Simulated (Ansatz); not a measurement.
Stepwise reaction of `[F][Ga]([F])[F]` with hydrogen chloride, as a gas-phase model of exchange steps in deposition or etching. ΔE in kJ/mol; ΔG adds harmonic PBE0-D4 terms to CCSD(T)/CBS, at 1 bar.

Calculated with Ansatz (gas phase, PBE0-D4/def2-TZVP geometries, no zero-point term in ΔE). CCSD(T)/CBS adds triple-zeta CCSD(T) − MP2 to the extrapolated MP2 energy (def2 sets, frozen cores). This one scheme is used for every species. Functionals use def2-TZVPP. B3LYP here is the variant with VWN-RPA as its local correlation; programs differ in this. For Ga outer-core shells are correlated without core-valence functions, which leaves a few kJ/mol of doubt a bond. Scalar relativity is left out up to krypton.

```json
{"step": "1", "reaction": "`[F][Ga]([F])[F]` + HCl → `[F][Ga]([F])[Cl]` + H–F", "PBE-D4": "-39.5", "B3LYP-D4": "-37.8", "ωB97M-V": "-38.7", "CCSD(T)/CBS": "-42.8", "ΔG(600 K)": "-41.7"}
{"step": "2", "reaction": "`[F][Ga]([F])[Cl]` + HCl → `[F][Ga]([Cl])[Cl]` + H–F", "PBE-D4": "-36.6", "B3LYP-D4": "-35.1", "ωB97M-V": "-35.7", "CCSD(T)/CBS": "-40.5", "ΔG(600 K)": "-34.0"}
{"step": "3", "reaction": "`[F][Ga]([Cl])[Cl]` + HCl → `[Cl][Ga]([Cl])[Cl]` + H–F", "PBE-D4": "-34.3", "B3LYP-D4": "-33.1", "ωB97M-V": "-33.4", "CCSD(T)/CBS": "-38.8", "ΔG(600 K)": "-26.7"}
```

Question: By hand: ΔE of the 3 steps together at CCSD(T)/CBS.

Answer: (-42.8) + (-40.5) + (-38.8) = -122.1 kJ/mol, or -40.7 kJ/mol a step.

In ΔE the steps differ by no more than 4.0 kJ/mol. All are downhill at CCSD(T)/CBS. ΔG lies between -41.7 and -26.7 kJ/mol a step. PBE-D4 differs from CCSD(T)/CBS by 3.3 to 4.5 kJ/mol a step. Isolated molecules leave out the surface, adducts and barriers. Largest T1 diagnostic: 0.015.
